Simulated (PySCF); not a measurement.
Correlation energy of Fe⁺ (iron, charge +1)

[Ar] 3d6 4s1, high-spin 6D determinant. Calculation: PySCF 2.14, in def2-SVP (5s3p2d1f, 31 functions); no relativity, point nucleus. Frozen: [Ar]; 7 electrons correlated.

MP2 pair energies summed by pair of shells (mhartree):

| pair | energy | share (%) |
| --- | --- | --- |
| 3d-3d | -74.06 | 92.6 |
| 3d-4s | -5.96 | 7.4 |

Total MP2 correlation energy: -80.02 mhartree.

Same-spin part -47.97 and opposite-spin part -32.04 mhartree; SCS-MP2 scales them by 1/3 and 6/5 to -54.44 mhartree.
